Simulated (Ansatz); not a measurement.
Reaction (ligand exchange at a B–C bond): `OCBF` + `N[SiH3]` → `FBN[SiH3]` + CH₃OH

Program: Ansatz. Geometries: PBE0-D4/def2-TZVP. ΔE: electronic, gas phase. CCSD(T)/CBS is the MP2 limit (def2-TZVPP, def2-QZVPP) plus CCSD(T) − MP2 in def2-TZVPP, frozen cores. This one scheme is used for every species. DFT in def2-TZVPP. Each species was taken in one conformer, which may not be the lowest.

`OCBF`:

```xyz
8

O     0.101    0.817    1.340
C    -0.171    0.623   -0.031
B     0.064   -0.804   -0.602
F     0.508   -1.753    0.215
H     0.418   -0.011    1.709
H     0.425    1.326   -0.637
H    -1.215    0.902   -0.249
H    -0.131   -1.100   -1.746
```

`N[SiH3]`:

```xyz
7

N     0.214   -0.514    0.910
Si   -0.228    0.347   -0.512
H     0.949   -0.158    1.500
H     0.226   -1.522    0.898
H    -0.428    1.771   -0.139
H     0.762    0.315   -1.631
H    -1.494   -0.239   -1.025
```

`FBN[SiH3]`:

Cartesian coordinates in Å:
```
F 0.315 1.182 1.705
B -0.302 1.429 0.543
N -0.343 0.408 -0.414
Si 0.343 -1.193 -0.250
H -0.791 2.507 0.371
H -0.814 0.622 -1.279
H 1.811 -1.124 -0.047
H -0.269 -1.921 0.888
H 0.048 -1.909 -1.517
```

CH₃OH:

Z-matrix (Å, degrees):
```
C
O 1 1.409
H 1 1.097 2 112.4
H 1 1.090 2 107.0 3 -118.5
H 1 1.097 2 112.4 3 123.0
H 2 0.959 1 108.5 3 -61.6
```

```json
{"level": "ωB97M-V", "ΔE (kJ/mol)": "-127.4"}
{"level": "B2PLYP", "ΔE (kJ/mol)": "-131.1"}
{"level": "PBE", "ΔE (kJ/mol)": "-122.6"}
{"level": "CCSD/def2-TZVPP", "ΔE (kJ/mol)": "-131.7"}
{"level": "CCSD(T)/def2-TZVPP", "ΔE (kJ/mol)": "-131.6"}
{"level": "MP2/def2-QZVPP", "ΔE (kJ/mol)": "-132.5"}
{"level": "HF/CBS(def2)", "ΔE (kJ/mol)": "-136.1"}
{"level": "CCSD/CBS(def2)", "ΔE (kJ/mol)": "-129.8"}
```

Problem. What does CCSD(T)/CBS give? (An estimate is asked.)

Solution. Computed: -129.8 kJ/mol. The listed levels differ from it by 2.4, -1.3, 7.2, -1.9, -1.8, -2.7, -6.3, 0.0 kJ/mol.

Largest T1 diagnostic among the species: 0.012.
